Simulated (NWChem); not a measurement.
Everything below was run with NWChem. System: bromine (Br2), charge 0, spin multiplicity 1, at a geometry optimised with PBE0/def2-SVP. Level: RHF/def2-TZVP.

The NWChem input:

```
start mol
memory heap 200 mb stack 900 mb global 1100 mb
geometry units angstroms nocenter noautoz
  Br     0.000000     0.000000     1.149171
  Br     0.000000     0.000000    -1.149171
  symmetry group D2h
end
basis spherical
  * library def2-tzvp
end
scf
  rhf
  nopen 0
  maxiter 100
  thresh 1e-7
  semidirect memsize 60000000 filesize 0
end
task scf energy
```

Part of the output:

```
             Northwest Computational Chemistry Package (NWChem) 7.3.0
             --------------------------------------------------------

                                NWChem Input Module
                                -------------------

 Scaling coordinates for geometry "geometry" by  1.889725989
 (inverse scale =  0.529177249)

 Turning off AUTOSYM since
 SYMMETRY directive was detected!

                             Geometry "geometry" -> ""
                             -------------------------

 Output coordinates in angstroms (scale by  1.889725989 to convert to a.u.)

  No.       Tag          Charge          X              Y              Z
 ---- ---------------- ---------- -------------- -------------- --------------
    1 Br                  35.0000     0.00000000     0.00000000     1.14917100
    2 Br                  35.0000     0.00000000     0.00000000    -1.14917100

 Effective nuclear repulsion energy (a.u.)     282.0477239787

            Nuclear Dipole moment (a.u.)
            ----------------------------
        X                 Y               Z
 ---------------- ---------------- ----------------
     0.0000000000     0.0000000000     0.0000000000

      Symmetry information
      --------------------

 Group name             D2h
 Group number             26
 Group order               8
 No. of unique centers     1

      Symmetry unique atoms

     1


 Summary of "ao basis" -> "" (spherical)
 ------------------------------------------------------------------------------
       Tag                 Description            Shells   Functions and Types
 ---------------- ------------------------------  ------  ---------------------
 *                         def2-tzvp                  on all atoms

 Summary of "ao basis" -> "ao basis" (spherical)
 ------------------------------------------------------------------------------
       Tag                 Description            Shells   Functions and Types
 ---------------- ------------------------------  ------  ---------------------
 Br                        def2-tzvp                16       48   6s5p4d1f

                                 NWChem SCF Module
                                 -----------------

  ao basis        = "ao basis"
  functions       =    96
  atoms           =     2
  closed shells   =    35
  open shells     =     0
  charge          =   0.00
  wavefunction    = RHF
  use symmetry    = T
  symmetry adapt  = T

 Summary of "ao basis" -> "ao basis" (spherical)
 ------------------------------------------------------------------------------
       Tag                 Description            Shells   Functions and Types
 ---------------- ------------------------------  ------  ---------------------
 Br                        def2-tzvp                16       48   6s5p4d1f

      Symmetry analysis of basis
      --------------------------

        ag         21
        au          5
        b1g         5
        b1u        21
        b2g        11
        b2u        11
        b3g        11
        b3u        11

 Forming initial guess at       0.1s

      Superposition of Atomic Density Guess
      -------------------------------------

 Sum of atomic energies:       -5144.79800015

      Non-variational initial energy
      ------------------------------

 Total energy =   -5144.891163
 1-e energy   =   -7727.774134
 2-e energy   =    2300.835247
 HOMO         =      -0.326451
 LUMO         =      -0.131720

      Symmetry analysis of molecular orbitals - initial
      -------------------------------------------------

 !! scf_movecs_sym_adapt:   64 vectors were symmetry contaminated

  Symmetry fudging

 !! scf_movecs_sym_adapt:   56 vectors were symmetry contaminated

  Numbering of irreducible representations:

     1 ag          2 au          3 b1g         4 b1u         5 b2g
     6 b2u         7 b3g         8 b3u

  Orbital symmetries:

     1 b1u         2 ag          3 b1u         4 ag          5 b1u
     6 ag          7 b2g         8 b3g         9 b3u        10 b2u
    11 ag         12 b1u        13 ag         14 b1u        15 b2u
    16 b3u        17 b3g        18 b2g        19 ag         20 b2u
    21 b3u        22 b2g        23 b3g        24 b1u        25 ag
    26 b1g        27 b1u        28 au         29 ag         30 b1u
    31 ag         32 b3u        33 b2u        34 b3g        35 b2g
    36 b1u        37 b1u        38 ag         39 b2u        40 b3u
    41 b2u        42 b3u        43 b3g        44 b2g        45 ag

 Starting SCF solution at       1.1s

 ----------------------------------------------
         Quadratically convergent ROHF

 Convergence threshold     :          1.000E-07
 Maximum no. of iterations :          100
 Final Fock-matrix accuracy:          1.000E-09
 ----------------------------------------------

              iter       energy          gnorm     gmax       time
             ----- ------------------- --------- --------- --------
                 1    -5144.8070552938  4.20D-01  1.52D-01      1.1
                 2    -5144.8193597646  1.20D-01  2.82D-02      1.2
                 3    -5144.8205381189  7.42D-03  2.26D-03      1.2
                 4    -5144.8205437348  1.22D-05  3.09D-06      1.3
                 5    -5144.8205437348  2.19D-09  8.45D-10      1.3

       Final RHF  results
       ------------------

         Total SCF energy =  -5144.820543734797
      One-electron energy =  -7727.092760429376
      Two-electron energy =   2300.224492715889
 Nuclear repulsion energy =    282.047723978690

        Time for solution =      0.2s

       Symmetry analysis of molecular orbitals - final
       -----------------------------------------------

  Numbering of irreducible representations:

     1 ag          2 au          3 b1g         4 b1u         5 b2g
     6 b2u         7 b3g         8 b3u

  Orbital symmetries:

     1 b1u         2 ag          3 b1u         4 ag          5 b1u
     6 ag          7 b3g         8 b2g         9 b2u        10 b3u
    11 ag         12 b1u        13 ag         14 b1u        15 b2u
    16 b3u        17 b3g        18 b2g        19 ag         20 b1u
    21 b2u        22 b3u        23 b3g        24 b2g        25 ag
    26 b1g        27 b1u        28 au         29 ag         30 b1u
    31 ag         32 b3u        33 b2u        34 b2g        35 b3g
    36 b1u        37 b1u        38 ag         39 b3u        40 b2u
    41 b3u        42 b2u        43 b3g        44 b2g        45 ag

             Final eigenvalues
             -----------------

              1
    1 -490.0676
    2 -490.0676
    3  -65.2089
    4  -65.2089
    5  -58.5647
    6  -58.5647
    7  -58.5623
    8  -58.5623
    9  -58.5623
   10  -58.5623
   11   -9.8815
   12   -9.8814
   13   -7.4954
   14   -7.4952
   15   -7.4849
   16   -7.4849
   17   -7.4849
   18   -7.4849
   19   -3.2398
   20   -3.2376
   21   -3.2342
   22   -3.2342
   23   -3.2335
   24   -3.2335
   25   -3.2207
   26   -3.2207
   27   -3.2207
   28   -3.2207
   29   -1.0997
   30   -0.9486
   31   -0.5326
   32   -0.5040
   33   -0.5040
   34   -0.4063
   35   -0.4063
   36    0.0019
   37    0.2972
   38    0.3018
   39    0.3402
   40    0.3402
   41    0.3721
   42    0.3721
   43    0.3913
   44    0.3913
   45    0.3926

                       ROHF Final Molecular Orbital Analysis
                       -------------------------------------

 Vector   33  Occ=2.000000D+00  E=-5.040358D-01  Symmetry=b2u
              MO Center=  6.0D-31,  2.0D-16,  4.9D-17, r^2= 2.5D+00
   Bfn.  Coefficient  Atom+Function         Bfn.  Coefficient  Atom+Function
  ----- ------------  ---------------      ----- ------------  ---------------
    17      0.382171  1 Br py                65      0.382171  2 Br py
    11     -0.244031  1 Br py                59     -0.244031  2 Br py
    14      0.214029  1 Br py                62      0.214029  2 Br py
    20      0.175158  1 Br py                68      0.175158  2 Br py

 Vector   34  Occ=2.000000D+00  E=-4.063405D-01  Symmetry=b2g
              MO Center= -1.1D-16, -5.9D-30, -9.1D-17, r^2= 3.0D+00
   Bfn.  Coefficient  Atom+Function         Bfn.  Coefficient  Atom+Function
  ----- ------------  ---------------      ----- ------------  ---------------
    16      0.409158  1 Br px                64     -0.409158  2 Br px
    10     -0.262403  1 Br px                58      0.262403  2 Br px
    19      0.249615  1 Br px                67     -0.249615  2 Br px
    13      0.237575  1 Br px                61     -0.237575  2 Br px

 Vector   35  Occ=2.000000D+00  E=-4.063405D-01  Symmetry=b3g
              MO Center= -1.1D-30, -1.1D-18,  2.0D-17, r^2= 3.0D+00
   Bfn.  Coefficient  Atom+Function         Bfn.  Coefficient  Atom+Function
  ----- ------------  ---------------      ----- ------------  ---------------
    17      0.409158  1 Br py                65     -0.409158  2 Br py
    11     -0.262403  1 Br py                59      0.262403  2 Br py
    20      0.249615  1 Br py                68     -0.249615  2 Br py
    14      0.237575  1 Br py                62     -0.237575  2 Br py

 Vector   36  Occ=0.000000D+00  E= 1.937012D-03  Symmetry=b1u
              MO Center= -3.8D-15, -3.4D-15,  2.4D-14, r^2= 4.2D+00
   Bfn.  Coefficient  Atom+Function         Bfn.  Coefficient  Atom+Function
  ----- ------------  ---------------      ----- ------------  ---------------
    21      0.573886  1 Br pz                69      0.573886  2 Br pz
     6     -0.387182  1 Br s                 54      0.387182  2 Br s
    18      0.354844  1 Br pz                66      0.354844  2 Br pz
    12     -0.238110  1 Br pz                60     -0.238110  2 Br pz
    15      0.218071  1 Br pz                63      0.218071  2 Br pz

 Vector   37  Occ=0.000000D+00  E= 2.972481D-01  Symmetry=b1u
              MO Center= -2.8D-15, -2.8D-15,  1.5D-13, r^2= 8.4D+00
   Bfn.  Coefficient  Atom+Function         Bfn.  Coefficient  Atom+Function
  ----- ------------  ---------------      ----- ------------  ---------------
    21      1.608812  1 Br pz                69      1.608812  2 Br pz
     6     -1.102157  1 Br s                 54      1.102157  2 Br s
    18     -0.569405  1 Br pz                66     -0.569405  2 Br pz
    39     -0.501505  1 Br d  0              87      0.501505  2 Br d  0
     5      0.169398  1 Br s                 53     -0.169398  2 Br s

 Vector   38  Occ=0.000000D+00  E= 3.017931D-01  Symmetry=ag
              MO Center=  2.0D-14, -1.4D-14, -1.9D-13, r^2= 5.9D+00
   Bfn.  Coefficient  Atom+Function         Bfn.  Coefficient  Atom+Function
  ----- ------------  ---------------      ----- ------------  ---------------
    21      0.859939  1 Br pz                69     -0.859939  2 Br pz
    18     -0.618394  1 Br pz                66      0.618394  2 Br pz
    39      0.283248  1 Br d  0              87      0.283248  2 Br d  0

 center of mass
 --------------
 x =   0.00000000 y =   0.00000000 z =   0.00000000

 moments of inertia (a.u.)
 ------------------
         753.760609686720           0.000000000000           0.000000000000
           0.000000000000         753.760609686720           0.000000000000
           0.000000000000           0.000000000000           0.000000000000

  Mulliken analysis of the total density
  --------------------------------------

    Atom       Charge   Shell Charges
 -----------   ------   -------------------------------------------------------
    1 Br  35    35.00   2.00  2.00  1.16  0.78  1.02  1.00  6.00  5.94  1.21  2.74  1.08  8.99  1.02  0.00  0.06  0.01
    2 Br  35    35.00   2.00  2.00  1.16  0.78  1.02  1.00  6.00  5.94  1.21  2.74  1.08  8.99  1.02  0.00  0.06  0.01

       Multipole analysis of the density wrt the origin
       ------------------------------------------------

     L   x y z        total         open         nuclear
     -   - - -        -----         ----         -------
     0   0 0 0     -0.000000      0.000000     70.000000

     1   1 0 0      0.000000      0.000000      0.000000
     1   0 1 0      0.000000      0.000000      0.000000
     1   0 0 1     -0.000000      0.000000      0.000000

     2   2 0 0    -27.795168      0.000000      0.000000
     2   1 1 0     -0.000000      0.000000      0.000000
     2   1 0 1     -0.000000      0.000000      0.000000
     2   0 2 0    -27.795168      0.000000      0.000000
     2   0 1 1      0.000000      0.000000      0.000000
     2   0 0 2    -23.963184      0.000000    330.114824

 Task  times  cpu:        1.3s     wall:        1.3s

 Total times  cpu:        1.3s     wall:        1.3s
```
